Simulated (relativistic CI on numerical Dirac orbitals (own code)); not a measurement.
Hyperfine structure of Pt XLIV, mass number 195

Method of calculation: Dirac-Coulomb-Breit CI, separate exchange-only KLI orbitals for each configuration, model QED (radiative potential, 1s self-energy scaled to tabulated hydrogen-like ionisation energies), unscaled Slater integrals (own radial code, finite nucleus).

Configurations in the expansion (outside the closed core [Ar] 3d10): 4s2.4p5, 4s.4p6, 4s2.4p4.4d, 4s.4p5.4d, 4s2.4p4.4f, 4s.4p5.4f, 4p6.4d, 4s.4p4.4d2, 4s2.4p3.4d.4f, 4p6.4f, 4p5.4d.4f, 4p5.4d2, 4p4.4d3, 4p4.4d2.4f. Double excitations out of closed p, d and f shells are left out; levels of such configurations are missing from the list, as are those of other unlisted configurations, and high levels can miss mixing partners.

Nuclear spin I = 1/2, μ = 0.6073 μN (tables of Stone and Pyykkö). The electronic factors are computed for point nuclear moments, without core polarisation or the Bohr-Weisskopf and QED corrections.

```
            Level  E (cm⁻¹)  A (GHz)
  4s2.4p5 2P°_3/2         0    87.06
  4s2.4p5 2P°_1/2    996324    826.5
4s2.4p4.4d 2D_3/2   1426941    45.16
4s2.4p4.4d 4F_9/2   1534705    47.93
4s2.4p4.4d 2P_1/2   1542704    131.2
4s2.4p4.4d 2D_5/2   1649077    24.21
    4s.4p6 2S_1/2   1931044     2072
```

Levels with J = 0, under 50 % of one LS term, or S terms without an open s electron are left out. Small factors come from cancelling terms and can be off by tens of per cent or more.

At this charge energies of transitions that change n are usually good to better than 1 %, and those within a shell (Δn = 0) to a few per cent.

Task: Give the hyperfine levels of 4s2.4p5 2P°_1/2 relative to its centre of gravity.

Result: With K = F(F + 1) − I(I + 1) − J(J + 1), E = AK/2: F = 0: -619.9, F = 1: 206.6 GHz.

LS names give the leading component of a level, which can be under half, so a name can repeat, a term be missing and a line seem to break the LS rules.
